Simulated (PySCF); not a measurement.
## Structure from NMR data

Molecular formula: C6H7FP2S. Simulated spectra:

1H NMR (500 MHz, computed): δ 8.58 (m, 1H), 2.56 (s, 3H), 2.55 (s, 3H).

13C{1H} NMR (computed): δ 249.6 (C), 186.3 (C), 162.8 (CH), 142.2 (C), 27.1 (CH3), 20.5 (CH3).

Theory: shieldings: GIAO PBE0/pcSseg-1, structure optimised with PBE0-D3(BJ)/def2-SVP, in PySCF 2.14.0 with density-fitted response routines (isolated molecule, a single conformation, non-relativistic Hamiltonian, one averaged value for each set of equivalent atoms).

Referencing at the same level of theory: 1H, 13C vs TMS.

Question: Propose a structure and justify it.

Answer: 
1. 6 carbon signals for 6 carbons: no two carbons are equivalent.
2. Carbon types of the structure: 3 × C, 1 × CH, 2 × CH3, which accounts for all hydrogens.
3. δC 249.6: aromatic carbon bearing fluorine; an ipso carbon deshielded by its heteroatom.
4. δC 186.3: aromatic carbon bearing sulfur.
5. δC 162.8: aromatic CH.
6. δC 142.2: substituted aromatic carbon.
7. δC 27.1: methyl carbon on an aromatic ring; aliphatic region, no heteroatom directly attached.
8. δH 8.58: hydrogen on an aromatic CH; aromatic region.
9. δH 2.56: hydrogen on a methyl carbon on an aromatic ring; benzylic-type position, deshielded by the ring.

Structure: `CSc1pc(F)pcc1C`.

The shifts were computed for this structure.

Splittings by 19F and 31P in the carbon and heteronuclear signals aren't shown, as no couplings were computed. Shifts are as computed. Against solution values, carbons near 30 ppm lie about +2 ppm off and those near 130 ppm about +5 ppm; carbons on S a further +3 ppm. Of 1211 compounds with measured shifts, 218 miss one by over three times the rms of a fit or turn the order of signals round; such compounds aren't used in these exercises. No couplings were computed; multiplicities are counted from neighbouring protons, with m where these are inequivalent, close in shift, in a saturated or five-membered ring or joined by F or P, and br s for small geminal =CH2 splittings.
